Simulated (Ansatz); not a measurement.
Calculated with Ansatz (gas phase, PBE0-D4/def2-TZVP geometries, no zero-point term in ΔE). CCSD(T)/CBS is the MP2 limit (def2-TZVPP, def2-QZVPP) plus CCSD(T) − MP2 in def2-TZVPP, frozen cores. Functionals use def2-TZVPP. HSE06 is defined as in plane-wave codes. Elements past krypton have def2 core potentials. For Nb outer-core shells are correlated without core-valence functions, which leaves a few kJ/mol of doubt a bond. One conformer a species, not always the lowest.

Consider the redistribution: `N[SiH](S)Cl` + `[OH][Nb](=[S])([Cl])[Cl]` → `N[SiH](O)S` + `[S]=[Nb]([Cl])([Cl])[Cl]`.

`N[SiH](S)Cl`:

Z-matrix (Å, degrees):
```
Si
S 1 2.123
Cl 1 2.069 2 107.8
N 1 1.694 2 105.5 3 124.8
H 1 1.477 2 115.1 3 -116.6
H 2 1.343 1 94.3 3 27.8
H 4 1.007 1 120.7 2 158.7
H 4 1.007 1 121.2 2 -50.3
```

`[OH][Nb](=[S])([Cl])[Cl]`:

Z-matrix (Å, degrees):
```
Nb
S 1 2.126
Cl 1 2.277 2 108.7
O 1 1.861 2 108.2 3 119.2
Cl 1 2.277 2 108.7 3 -121.5
H 4 0.960 1 131.1 2 0.0
```

`N[SiH](O)S`:

Cartesian coordinates in Å:
```
N 0.135 0.668 1.262
Si 0.028 -0.352 -0.088
O 1.496 -0.659 -0.763
S -1.109 0.592 -1.632
H 0.391 0.300 2.164
H 0.393 1.636 1.160
H -0.610 -1.611 0.370
H 1.517 -1.191 -1.560
H -2.243 0.616 -0.912
```

`[S]=[Nb]([Cl])([Cl])[Cl]`:

Z-matrix (Å, degrees):
```
Nb
S 1 2.116
Cl 1 2.262 2 108.1
Cl 1 2.262 2 108.1 3 120.0
Cl 1 2.262 2 108.1 3 -120.0
```

```csv
level,ΔE (kJ/mol)
r2SCAN0,-14.0
HSE06,-10.5
CCSD(T)/def2-SVP,-1.0
SCS-MP2/def2-TZVPP,-26.3
```

(1) What does CCSD(T)/CBS give? (Best estimate.)

Largest T1 diagnostic among the species: 0.022, so the coupled-cluster value is less sure than usual.

Answers

(1) Computed: -16.8 kJ/mol. The listed levels differ from it by 2.8, 6.3, 15.8, -9.5 kJ/mol.

From BLYP to BHLYP (50 % exact exchange), in def2-TZVPP and without D4, ΔE moves by −4.7 kJ/mol. At CCSD(T), def2-SVP lies +15.8 kJ/mol from the extrapolated value and def2-TZVPP −1.6 kJ/mol. Leaving LDA and LC-ωPBE aside and taking each functional with its dispersion term where it has one, the values, not all of them listed here, spread over 14.0 kJ/mol, from B2PLYP to ωB97X-V.
